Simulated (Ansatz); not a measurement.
CH9GeN3O (`C[O][Ge]([NH2])([NH2])[NH2]`), relaxed with RKS PBE0-D4/def2-TZVP in Ansatz from a PBE-D4/def2-SVP geometry. The force threshold is 0.005 eV/Å; the program also tests the step.

Total charge 0; spin multiplicity 1.

Start:

```xyz
15

C     1.186    1.654   -0.850
O    -0.113    1.333   -0.394
Ge   -0.447   -0.347    0.179
N     0.121   -1.481   -1.161
N    -2.253   -0.237    0.506
N     0.469   -0.940    1.666
H     1.170    2.683   -1.269
H     1.547    0.961   -1.645
H     1.944    1.639   -0.028
H    -0.458   -1.389   -2.005
H     0.081   -2.465   -0.869
H    -2.543   -0.718    1.364
H    -2.568    0.739    0.548
H     0.400   -0.310    2.472
H     1.463   -1.124    1.486
```

| step | energy (eV) | largest force (eV/Å) | largest move (Å) |
| --- | --- | --- | --- |
| 1 | -64208.5540 | 0.598 | 0.000 |
| 2 | -64208.6145 | 0.251 | 0.026 |
| 3 | -64208.6254 | 0.067 | 0.014 |
| 4 | -64208.6255 | 0.093 | 0.034 |
| 5 | -64208.6286 | 0.032 | 0.021 |
| 6 | -64208.6290 | 0.026 | 0.025 |
| 7 | -64208.6291 | 0.009 | 0.004 |
| 8 | -64208.6291 | 0.004 | 0.005 |
| 9 | -64208.6291 | 0.002 | 0.006 |
| 10 | -64208.6291 | 0.002 | 0.005 |
| 11 | -64208.6291 | 0.001 | 0.006 |

End:

```xyz
15

C     1.188    1.644   -0.850
O    -0.107    1.313   -0.413
Ge   -0.443   -0.331    0.173
N     0.089   -1.478   -1.142
N    -2.222   -0.203    0.532
N     0.484   -0.914    1.633
H     1.152    2.641   -1.297
H     1.565    0.940   -1.601
H     1.905    1.672   -0.018
H    -0.427   -1.382   -2.006
H     0.077   -2.449   -0.862
H    -2.551   -0.740    1.320
H    -2.552    0.749    0.593
H     0.381   -0.356    2.468
H     1.462   -1.108    1.472
```

Run time 63 s (4 threads of an Arm Neoverse V2 on a shared host); peak host memory 0.91 GiB.
